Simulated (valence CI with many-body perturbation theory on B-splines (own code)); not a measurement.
Questions on Cd XVII

Calculated by configuration interaction combined with many-body perturbation theory (CI+MBPT): four valence electrons over a frozen Dirac-Fock core [Ar] 3d10, a basis of 11 s, 11 p, 10 d, 8 f, 5 g, 2 h functions for each j, with the one-electron correlation potential Σ1, the two-electron term Σ2, the three-electron term Σ3, Breit, model QED; selected CI, second order for the rest, scaled by the run's own slope (own B-spline code, finite nucleus).

No measured levels were compared; by estimate levels hold to about 250 cm⁻¹ or 0.2 % of their energy and the worst to 1 %, as in measured heavy ions of charge 2 to 7; those with d or f electrons hold less well. Among the levels kept, up to 480 cm⁻¹ of a level comes from second order outside the variational space, and about a tenth of that is noise between levels of different J, which matters for small intervals.

Levels are named by their leading jj configuration (3d3/2^4 stands for four electrons in 3d with j = 3/2), which in mixed levels can hold well under half, so a name can repeat and another be missing.

Rates and lifetimes use the calculated energies. Strong lines usually hold to 10 to 20 %, long lifetimes can be off by a factor of two.

Task: What is the ground level?

Result: (4s^2 4p1/2^2) J=0, composition 82 % 4s²4p² ³P + 17 % 4s²4p² ¹S.

Task: Name the longest-lived excited levels whose lifetime is computed, and their main decay.

Result: (4s^2 4p1/2 4p3/2) J=2 at 8.13 eV lives 30.9 ms, mostly by M1 to (4s^2 4p1/2 4p3/2) J=1; (4s^2 4p1/2 4p3/2) J=1 at 6.28 eV lives 516 μs, mostly by M1 to (4s^2 4p1/2^2) J=0; (4s^2 4p3/2^2) J=2 at 15.93 eV lives 181 μs, mostly by M1 to (4s^2 4p1/2 4p3/2) J=1. The lifetime of (4s^2 4p3/2 4d5/2) J=4 is too uncertain to give, and may be longer.

Task: What is the ionisation energy?

Result: 421.62 eV; NIST lists 421 ± 3 eV (theoretical).

Task: Among levels below 190.03 eV, which E1 lines absorb most strongly from the ground level?

Result: to (4s^2 4p1/2 4d3/2) J=1 at 15.49 nm, f = 1.82; to (4s 4p1/2^2 4p3/2) J=1 at 25.23 nm, f = 0.314; to (4s 4p1/2 4p3/2^2) J=1 at 19.32 nm, f = 0.209.

Task: How well does LS coupling describe the low levels?

Result: Among the lowest 20 levels the leading LS term, summed over configurations, holds 73 % on average. For single configurations the figures are 70 % in LS and 81 % in jj coupling. Terms mix most in the J = 2 level at 58.62 eV, where the leading one holds 38 %.

Task: Where does the other parity begin?

Result: At (4s 4p1/2^2 4p3/2) J=2, 41.50 eV.
